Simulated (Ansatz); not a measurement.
Born–Oppenheimer molecular dynamics of CH8S2Si2 (13 atoms, charge 0, multiplicity 1). It starts from a relaxed structure.

Computed with Ansatz 0.2.0, UKS PBE/STO-3G.

* ensemble: NVE (velocity Verlet)
* time step: 1 fs
* steps asked: 147
* starting velocities drawn for: 700 K
* seed: 772936

First frame:

```xyz
13
Properties=species:S:1:pos:R:3
C -2.548 -0.117 1.138
S -1.130 -1.285 1.133
S 0.404 0.008 1.814
Si 1.066 0.862 -0.052
Si 2.046 -0.577 -1.500
H -3.445 -0.679 0.815
H -2.745 0.299 2.146
H -2.401 0.728 0.436
H -0.056 1.525 -0.714
H 2.009 1.911 0.321
H 1.141 -1.652 -1.877
H 3.241 -1.179 -0.928
H 2.438 0.121 -2.717
```

(1) How far do the bonds stretch over the last three quarters of this one trajectory? (Pairs bonded in most of those frames.)

Results:

(1) 
```tsv
bond	mean (Å)	spread (Å)	shortest	longest
C1–S2	1.840	0.006	1.83	1.86
C1–H6	1.109	0.023	1.06	1.16
C1–H7	1.113	0.037	1.06	1.17
C1–H8	1.110	0.016	1.08	1.13
S2–S3	2.125	0.057	2.04	2.20
S3–Si4	2.166	0.078	2.02	2.30
Si4–Si5	2.263	0.041	2.20	2.35
Si4–H9	1.468	0.014	1.44	1.50
Si4–H10	1.461	0.006	1.45	1.47
Si5–H11	1.459	0.004	1.45	1.47
Si5–H12	1.461	0.019	1.43	1.49
Si5–H13	1.459	0.010	1.44	1.48
```

Mean temperature of the second half: 397 K. The conserved energy stayed within 0.82 meV per atom of its start (net change 0.66 meV per atom), so the integration is sound. Over the second half the temperature averaged 0.57 of the 700 K drawn at the start: a run that starts near a minimum puts about half its kinetic energy into the potential. A run of 0.15 ps of so small a system gives no equilibrium averages. Limits of this set-up: minimal basis.

Run time: 19 min on 1 thread of Arm Neoverse N1, on a shared host, peak memory 0.13 GiB.
